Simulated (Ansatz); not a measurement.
A further run on Al2S2 (the lowest singlet isomer of a short search).

```yaml
crystal:
  periodic: [false, false, false]
  atoms:
    - {symbol: Al, position_ang: [2.067654, 1.020778, -0.812032]}
    - {symbol: Al, position_ang: [-0.745405, -0.384895, 0.297367]}
    - {symbol: S, position_ang: [1.267432, -0.984853, -0.056943]}
    - {symbol: S, position_ang: [-2.589680, 0.348970, 0.571597]}
basis:
  gaussian: {orbitals: "6-31G*"}
magnetization: {spin_polarized: true, initial_magnetization: 0}
hamiltonian: {xc: {name: revPBE}}
accuracy: high
scf: {lower_state_search: off}
output: {forces: true}
```

```sh
$ ansatz run in.yaml --threads 2 --pin off --events-out ev --progress --plain --max-ram 4352MiB
```

Shortened log:

```
Functional definition: revPBE
1405 factors; integrals over basis functions are off by at most 5.0e-9 eV
mean field evaluation 1: about -34854.0054 eV, gradient 2.4e1 eV
mean field evaluation 2: about -34770.9353 eV, gradient 8.2e1 eV
mean field evaluation 4: about -34857.8542 eV, gradient 9.7e0 eV
mean field evaluation 8: about -34858.5217 eV, gradient 1.8e-1 eV
mean field evaluation 16: about -34858.5143 eV, gradient 2.7e-5 eV
mean field -34858.51425675 eV, -1281.0267709861 hartree, gradient 6.8e-8 eV, S^2 0.000000; 0 other end points of the search recorded, 0 dependent functions left out
reference -34858.51426045 eV, -1281.0267711219 hartree; 29, 29 occupied and 47, 47 virtual orbitals, 1405 factors
Total energy: -34858.51426045 eV, -1281.0267711219 hartree
Atom 0 at     2.067654     1.020778    -0.812032 Å, force     0.113794     0.270827    -0.103440 eV/Å
Atom 1 at    -0.745405    -0.384895     0.297367 Å, force     0.224333    -0.139703    -0.019552 eV/Å
Atom 2 at     1.267432    -0.984853    -0.056943 Å, force     0.419484    -0.428139     0.009122 eV/Å
Atom 3 at    -2.589680     0.348970     0.571597 Å, force    -0.757611     0.297015     0.113870 eV/Å
Dipole moment:     0.884617     0.018808    -0.233030 e Å
Checks for a lower state left out: stability, starts, cluster_reference, orbital_swaps, neighbouring_geometries, increment
```

Hardware: 2 threads of Arm Neoverse V2 on a shared host. Wall time 3.7 s.

The 6-31G sets use Cartesian d functions.
